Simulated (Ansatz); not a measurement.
**Worked example: CH3OZn → CH3O + Zn**

Gas-phase species: CH3OZn `C[O][Zn]`, doublet; CH3O `C[O]`, doublet; Zn atom, singlet. 

Shapes, held fixed at every level: PBE0-D4/def2-TZVP. Programs: Ansatz 0.2.0. The zero-point and thermal change to 298 K, harmonic and unscaled (PBE0-D4/def2-TZVP), is -8.1 kJ/mol.

At wB97X-V/def2-TZVPP; 1 Eh = 2625.50 kJ/mol:

```
species   energy (Eh)
 CH3OZn  -1894.325995
   CH3O   -115.058556
     Zn  -1779.219018
```

Q: Work out ΔH(298 K) of the reaction at this level.

A: 
1. Products less reactants: (-115.058556) + (-1779.219018) − [(-1894.325995)] = 0.048421 Eh = +127.1 kJ/mol.
2. With the thermal change: +127.1 + (-8.1) = +119.0 kJ/mol.

Other levels give +50.6 (HF/def2-SVP) to +158.9 kJ/mol (SPW92/def2-TZVPP). No measured value is set beside it here. Open shells run unrestricted. Relativity is left out for Zn.
